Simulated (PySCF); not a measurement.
Species: C4H10Si.
Cartesian coordinates in Å at the PBE0-D3(BJ)/def2-SVP level; atoms count from 1:
```xyz
15
C4H10Si angstrom
C      2.7842    0.3714   -0.7086
C      1.9013   -0.1380    0.1511
C      0.5442    0.4259    0.4376
C     -0.5868   -0.5391    0.0618
Si    -2.3168    0.1256    0.4121
H      2.5669    1.2838   -1.2739
H      3.7566   -0.0985   -0.8779
H      2.1588   -1.0579    0.6931
H      0.4724    0.6664    1.5141
H      0.4232    1.3814   -0.0999
H     -0.4712   -1.4946    0.6034
H     -0.5231   -0.7922   -1.0105
H     -3.3541   -0.8728    0.0080
H     -2.4790    0.4188    1.8710
H     -2.5532    1.3934   -0.3471
```

Method: PySCF, TDDFT PBE0/def2-SVPD, vertical, gas phase, core orbitals frozen in the response.

Transition dipole moments from the ground state, in atomic units and in the frame of the coordinates above (overall signs are arbitrary), for the states with f of 0.002 or more among the lowest 6:

```json
{"state": "S1", "E (eV)": "6.990", "μx": "0.783", "μy": "0.182", "μz": "-0.118"}
{"state": "S2", "E (eV)": "7.278", "μx": "-1.251", "μy": "-0.179", "μz": "0.773"}
{"state": "S3", "E (eV)": "7.563", "μx": "0.026", "μy": "-0.006", "μz": "0.337"}
{"state": "S4", "E (eV)": "7.596", "μx": "0.427", "μy": "0.342", "μz": "-0.069"}
{"state": "S6", "E (eV)": "7.961", "μx": "0.372", "μy": "0.125", "μz": "-0.015"}
```

(1) What oscillator strength does each state have?

(2) Which bond between heavy atoms lies closest to the direction of the S2 transition dipole?

(3) What angle do the transition dipoles of S1 and S6 make?

(4) What peak molar absorption coefficient would the strongest computed level give as a lone Gaussian band 0.5 eV wide at half height?

## Answers

(1) f = (2/3) ΔE |μ|² with ΔE in hartree (27.2114 eV).

```tsv
state	|μ|² (au)	|μ| (D)	f
S1	0.660	2.07	0.113
S2	2.194	3.76	0.391
S3	0.114	0.86	0.021
S4	0.304	1.40	0.057
S6	0.154	1.00	0.030
```

(2) C1–C2, at 20° from it; next C4–Si5 and C2–C3 at 34°.

(3) |cos θ| = |μa·μb| / (|μa| |μb|) = 0.99, so θ ≈ 8° (taken between 0 and 90°, since the signs are arbitrary).

(4) ε(max) = 2.175×10⁸ f / FWHM, with the width in cm⁻¹. S2: 2.175×10⁸ × 0.3911 / 4033 ≈ 21000 L mol⁻¹ cm⁻¹.

One conformer stands for the species.
